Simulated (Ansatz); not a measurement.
Start from `FC[O][SnH3]` and change one element to get `FC[S][SnH3]`.

Ansatz, PBE0-D4/def2-TZVP geometries, multiplicity 1. Each molecule was computed in one conformer, which needn't be the lowest.

Elements past krypton have def2 core potentials.

```
                             property  `FC[O][SnH3]`
   HOMO energy (PBE0/def2-TZVPP) / eV          -8.01
    HOMO energy (PBE/def2-TZVPP) / eV          -6.46
HOMO–LUMO gap (B3LYP/def2-TZVPP) / eV           7.04
  HOMO energy (B3LYP/def2-TZVPP) / eV          -7.80
HOMO energy (ωB97M-V/def2-TZVPP) / eV         -10.38
 HOMO–LUMO gap (PBE0/def2-TZVPP) / eV           7.51
```

What does the change do to each property? (Estimate.)

The calculation gave: 
| property | `FC[S][SnH3]` | shift |
| --- | --- | --- |
| HOMO energy (PBE0/def2-TZVPP) / eV | -7.26 | 0.75 |
| HOMO energy (PBE/def2-TZVPP) / eV | -6.05 | 0.41 |
| HOMO–LUMO gap (B3LYP/def2-TZVPP) / eV | 6.16 | -0.88 |
| HOMO energy (B3LYP/def2-TZVPP) / eV | -7.03 | 0.77 |
| HOMO energy (ωB97M-V/def2-TZVPP) / eV | -9.45 | 0.93 |
| HOMO–LUMO gap (PBE0/def2-TZVPP) / eV | 6.65 | -0.86 |

With PBE0 the HOMO rises by 0.75 eV and the LUMO falls by 0.11 eV, so the gap narrows by about 0.86 eV. PBE moves the HOMO by 0.41 eV and ωB97M-V by 0.93 eV.

B3LYP here is the variant with VWN-RPA as its local correlation; programs differ in this.
